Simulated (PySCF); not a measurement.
**Static response to an electric field**

Compound: C3HN3S.
Cartesian coordinates in Å at the PBE0-D3(BJ)/def2-SVP level; atoms count from 1:
```xyz
8
C3HN3S angstrom
N      3.0357   -0.1434   -0.0985
C      1.9054    0.0247    0.0832
C      0.5022    0.2283    0.3078
N     -0.3921   -0.7413   -0.0386
C     -1.5830   -0.3196    0.2661
S     -1.5595    1.2527    0.9658
N      0.0797    1.3504    0.8485
H     -2.4981   -0.8927    0.0994
```

Level: CAM-B3LYP/def2-SVPD (PySCF), static field, nuclei fixed, core orbitals frozen in the response. The polarisability tensor in these axes (au):

```
x   95.70 -7.85 -8.71
y   -7.85 61.09  9.41
z   -8.71  9.41 46.73
```

Problem. What are the eigenvalues, a third of the trace, and Δα (Δα² = ½Σ(αi − αj)² over the three pairs)?

Solution. Principal values 41.69, 62.29 and 99.54 au; mean 67.84 au = 10.05 Å³ = 11.19 × 10⁻⁴⁰ C²·m²/J; Δα = 50.79 au (75 % of the mean).

Problem. What is the dipole moment, and where does it point?

Solution. (-5.53, 0.33, 0.68) D, 5.58 D in size, pointing from the negative to the positive side. Measured along this direction, the outermost atoms are N1 at the negative end and H8 at the positive end.

Problem. In a dilute gas of rigid molecules at 400 K, how does the orientational term μ²/3kT compare with the electronic polarisability?

Solution. In Gaussian units μ²/3kT = 188.16 Å³ against 10.05 Å³, a ratio of 18.72; the Debye molar polarisation (4π/3)N_A(α + μ²/3kT) is 500.0 cm³/mol, leaving out the vibrational part.

Problem. What molar refraction does this α imply?

Solution. Lorentz–Lorenz: R = (4π/3)N_A α = 2.5225 cm³/(mol·Å³) × 10.05 Å³ = 25.4 cm³/mol, in the limit of long wavelengths.

Problem. Find the Langevin capture rate constant for H3+ (3.023 u) meeting this molecule (110.989 u), k = 2.342 × 10⁻⁹ cm³/s × √(α in Å³ / reduced mass in u).

Solution. The reduced mass is 2.94 u, so k = 4.33 × 10⁻⁹ cm³/s. The formula leaves out the permanent dipole, which adds to the capture rate.

Problem. What depolarisation ratio follows for Rayleigh scattering of linearly polarised light, taking the static tensor?

Solution. ρ = 3Δα²/(45ᾱ² + 4Δα²) = 7737.9/(207100 + 10317.2) = 0.0356.

Problem. Traceless (Buckingham) quadrupole moment about the centre of nuclear charge: eigenvalues?

Solution. -6.89, 2.69, 4.20 D·Å. The values depend on the origin, since the dipole doesn't vanish. The electronic extent ⟨r²⟩ about the same centre is 803 bohr², a root-mean-square distance of 2.00 Å for the 56 electrons.

Geometry: PBE0-D3(BJ)/def2-SVP; no solvent, vibrations or thermal averaging.
